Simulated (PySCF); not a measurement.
Identify the unknown among the candidates.

All candidates are C2H11FO2Si3.

| technique | computed result |
| --- | --- |
| Dipole | 1.26 D [PBE0/pcSseg-1] |
| NMR, other nuclei | isotropic shieldings of nuclei other than C and H, by class: 330 (1 O), 368 (1 O), 474 (1 F), 379 (1 Si), 385 (1 Si), 399 (1 Si) ppm [GIAO PBE0/pcSseg-1] |
| Rotational structure | rotational constants A, B, C: 1.331, 0.729, 0.566 GHz [GFN2-xTB] |
| 13C NMR | chemical shifts (computed TMS as zero) by class: 77.7 (1 C), 57.9 (1 C) ppm [GIAO PBE0/pcSseg-1] |
| 1H NMR | chemical shifts (computed TMS as zero) by class: 5.37 (1 H), 5.03 (1 H), 5.00 (1 H), 4.98 (1 H), 4.92 (3 H), 4.48 (1 H), 4.21 (1 H), 3.62 (1 H), 1.81 (1 H) ppm [GIAO PBE0/pcSseg-1] |

The electronic properties come from PySCF, for the isolated species, density fitting. Levels stand in brackets. One conformer (not necessarily the lowest) at the GFN2-xTB geometry, without solvent, vibrations or thermal averaging. Each NMR value is the plain mean over a class of atoms that symmetry, rotation or inversion makes alike.

Question: Which candidate is it?
A. `O[SiH2][C@H](O[SiH3])[SiH2]CF`
B. `CCO[Si@H](O)[SiH2][SiH2]F`
C. `CO[SiH2][Si@H](F)OC[SiH3]`
D. `C[C@H](F)[SiH2]O[SiH2]O[SiH3]`

Answer: A. It is `O[SiH2][C@H](O[SiH3])[SiH2]CF`. Numbering: `[OH:1][SiH2:2][C@H:3]([O:4][SiH3:5])[SiH2:6][CH2:7][F:8]`. Its formula, C2H11FO2Si3, gives 0 degrees of unsaturation, so no ring and no π bond. 2 carbons fall into 2 classes; from least to most shielded: sp3 C–F carbon [C7] (77.7 ppm), sp3 carbon bound to oxygen [C3] (57.9 ppm). Hydrogen classes from least to most shielded: 1 H on an oxygen-bound silicon, Si2 (5.37 ppm), 1 H on an sp3 C–F carbon, C7 (5.03 ppm), 1 H on an oxygen-bound silicon, Si2 (5.00 ppm), 1 H on an sp3 C–F carbon, C7 (4.98 ppm), 3 H on an oxygen-bound silicon, Si5 (4.92 ppm), 1 H on an SiH2 silicon, Si6 (4.48 ppm), 1 H on an SiH2 silicon, Si6 (4.21 ppm), 1 H on an sp3 carbon bound to oxygen, C3 (3.62 ppm), 1 H on a silanol oxygen, O1 (1.81 ppm). The other shieldings belong to: 330 ppm, silanol oxygen [O1]; 368 ppm, silyl ether oxygen [O4]; 474 ppm, alkyl fluorine [F8]; 379 ppm, oxygen-bound silicon [Si2]; 385 ppm, oxygen-bound silicon [Si5]; 399 ppm, SiH2 silicon [Si6]. The optimised geometry has point group C1 and is an asymmetric top.

The others, at the same levels:
- `CCO[Si@H](O)[SiH2][SiH2]F` fails: its computed 13C shifts are 62.1 (1 C), 20.6 (1 C) ppm, 1H shifts are 5.88 (1 H), 5.84 (1 H), 5.81 (1 H), 4.44 (1 H), 3.99 (1 H), 3.29 (1 H), 3.26 (1 H), 1.96 (1 H), 1.39 (3 H) ppm and rotational constant A is 2.384 GHz (against 1.331 GHz).
- `C[C@H](F)[SiH2]O[SiH2]O[SiH3]` fails: its computed 13C shifts are 90.4 (1 C), 19.9 (1 C) ppm, 1H shifts are 5.36 (1 H), 5.24 (3 H), 5.03 (1 H), 4.99 (1 H), 4.93 (1 H), 4.79 (1 H), 1.77 (3 H) ppm and rotational constant A is 1.389 GHz (against 1.331 GHz).
- `CO[SiH2][Si@H](F)OC[SiH3]` fails: its computed 13C shifts are 56.2 (1 C), 52.0 (1 C) ppm, 1H shifts are 5.42 (1 H), 5.08 (1 H), 4.90 (1 H), 4.27 (1 H), 3.91 (3 H), 3.82 (1 H), 3.62 (3 H) ppm and rotational constant A is 2.503 GHz (against 1.331 GHz).

Each candidate is one conformer, not necessarily the lowest. The conformers computed, where there is a choice (atom-mapped SMILES and torsion angles):
- `[CH3:1][C@H:2]([F:3])[SiH2:4][O:5][SiH2:6][O:7][SiH3:8]`: C1–C2–Si4–O5 52°, C2–Si4–O5–Si6 46°, Si4–O5–Si6–O7 -43°
- `[CH3:1][O:2][SiH2:3][Si@H:4]([F:5])[O:6][CH2:7][SiH3:8]`: C1–O2–Si3–Si4 180°, O2–Si3–Si4–F5 -88°, Si3–Si4–O6–C7 165°, Si4–O6–C7–Si8 -164°

The conformers of `O[SiH2][C@H](O[SiH3])[SiH2]CF` and `CCO[Si@H](O)[SiH2][SiH2]F` aren't listed.
